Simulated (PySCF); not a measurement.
CH7AlP2. Atoms are numbered in the order given.

```xyz
11

Al     0.3406    -0.1512    -0.1385
C      2.1275    -0.6705    -0.7698
H      2.0792    -1.6405    -1.2985
H      2.8500    -0.7870     0.0554
H      2.5382     0.0619    -1.4862
P     -0.2644    -0.4257     2.1065
H      0.2471    -1.7542     2.2107
H     -1.6100    -0.8237     1.8523
P     -1.0805     1.1045    -1.5124
H     -2.2800     0.4272    -1.1431
H     -0.8449     0.3221    -2.6828
```
Charge 0, spin multiplicity 1.

Geometry: TPSSh-D3(BJ)/def2-SVP. The structure was generated by enumeration; whether it is a known compound was not checked. The values are those of a single conformer.

Method: r2SCAN/def2-TZVP (PySCF).

ESP charges are fitted to the potential on shells at 1.4 to 2.0 van der Waals radii. Atomic charges (e):

```csv
atom,IAO,ESP fit,Mulliken
Al1,___,0.58,0.50
C2,___,-0.51,-0.58
H3,___,0.09,0.13
H4,___,0.12,0.13
H5,___,0.12,0.13
P6,-0.21,-0.32,-0.30
H7,0.01,0.06,0.07
H8,0.01,0.06,0.07
P9,-0.21,-0.32,-0.31
H10,0.01,0.06,0.07
H11,0.01,0.06,0.07
```

Task: Complete the blanks. (Estimate from the structure and the level; the computed values follow.)

Result: 
- Al1, IAO: 0.73
- C2, IAO: -0.82
- H3, IAO: 0.16
- H4, IAO: 0.16
- H5, IAO: 0.16
